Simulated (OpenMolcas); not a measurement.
Computed levels of 3d3 in ions with 21 electrons, in cm-1 above 4F 3/2.

```
Program             : OpenMolcas
Method              : XMS-CASPT2, IPEA 0.25 Eh, imaginary shift 0.1 Eh
Basis               : ANO-RCC-VTZP
Scalar Hamiltonian  : DKH2, point nucleus
Spin-orbit coupling : RASSI with atomic mean-field integrals over the reference wave functions, term energies averaged over their components
```

Active space for each ion: 3 electrons in 10 orbitals (3d 4d); closed shells correlated by CASPT2: 3s 3p.

```csv
Level,Mn4+,Co6+,Ni7+
4F 5/2,375,736,990
4F 7/2,885,1719,2300
4F 9/2,1514,2910,3860
4P 1/2,17090,22140,24260
4P 3/2,17250,22390,24530
4P 5/2,17710,23320,25850
2G 7/2,18920,24950,27270
2G 9/2,19460,25920,28510
2P 3/2,24180,31480,34200
```

Task: Estimate 4F 9/2, 4P 1/2, 4P 3/2 for Fe5+ from its neighbours Mn4+ and Co6+.

Result: 4F 9/2 is fine structure, which grows about as the fourth power of a screened charge, so the fourth roots are averaged: ((1514^0.25 + 2910^0.25) / 2)^4 = 2127. The calculation gives 2170, so the estimate is off by -2.0 %; the measured value is 2001 (Corliss and Sugar, J. Phys. Chem. Ref. Data 11, 135 (1982)).
4P 1/2 is another term, which grows about linearly with the charge: (17090 + 22140) / 2 = 19615. The calculation gives 19740, so the estimate is off by -0.6 %; the measured value is 18738 (Corliss and Sugar, J. Phys. Chem. Ref. Data 11, 135 (1982)).
4P 3/2 is another term, which grows about linearly with the charge: (17250 + 22390) / 2 = 19820. The calculation gives 19940, so the estimate is off by -0.6 %; the measured value is 18942 (Corliss and Sugar, J. Phys. Chem. Ref. Data 11, 135 (1982)).

Mixed levels, with the weight of the term that names them: Mn4+ 2P 3/2 (73 %), Fe5+ 2P 3/2 (66 %), Co6+ 2P 3/2 (59 %), Ni7+ 2P 3/2 (54 %).

Term energies are means over components that CASPT2 splits; among the terms shown or strongly mixed into the levels shown the widest spread is 880 cm-1 (3d3 4F, Mn4+). Active for correlation alone: 4d; no level in the range computed is led by a configuration that fills it, so any true level of that kind is missing. Measured partners are found by configuration, term and J. A level has none where our copy of the source lacks it or the pairing is in doubt (some pairs that miss far off the trend of their configuration count as doubtful), and it then counts in no deviation. Levels of configurations outside the active space are missing.
